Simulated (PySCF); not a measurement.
**Indium: a sound run and one with changed settings**

Sound run: In [Kr] 4d10 5s2 5p1, In⁺ [Kr] 4d10 5s2. All numbers are calculated (PySCF 2.14, scalar relativity by spin-free X2C-1e, in x2c-SVPall). In the sound run the correlated levels freeze [Kr] 4d10. The sound run starts from symmetry-adapted Hartree-Fock orbitals and uses a fine grid where one is needed.

Changed run: basis STO-3G, all-electron and non-relativistic. This setting is unsound on purpose.

| species | method | sound run (hartree) | changed run (hartree) | converged |
| --- | --- | --- | --- | --- |
| In | UHF | -5877.61419 | -5682.77739 | yes |
| In | B3LYP | -5880.34617 | -5684.71150 | yes |
| In | MN15 | -5884.11036 | -5681.07269 | yes |
| In | MP2 | -5877.63885 | -5682.79163 | yes |
| In | CCSD(T) | -5877.65159 | -5682.80319 | yes |
| In⁺ | UHF | -5877.42445 | -5682.72828 | yes |
| In⁺ | B3LYP | -5880.13916 | -5684.63020 | yes |
| In⁺ | MN15 | -5883.90084 | -5681.00827 | yes |
| In⁺ | MP2 | -5877.44491 | -5682.75037 | yes |
| In⁺ | CCSD(T) | -5877.45534 | -5682.76652 | yes |

Ionisation energy of In:

| method | sound run (eV) | changed run (eV) |
| --- | --- | --- |
| UHF | 5.163 | 1.336 |
| B3LYP | 5.633 | 2.212 |
| MN15 | 5.702 | 1.753 |
| MP2 | 5.277 | 1.123 |
| SCS-MP2 | 5.259 | 1.080 |
| CCSD | 5.330 | 0.998 |
| CCSD(T) | 5.340 | 0.998 |

A minimal basis cannot let orbitals breathe on ionisation and holds almost no correlation. The Hamiltonian changed with the basis, so the totals do not compare.

For comparison, NIST gives 5.786 eV between the lowest levels.
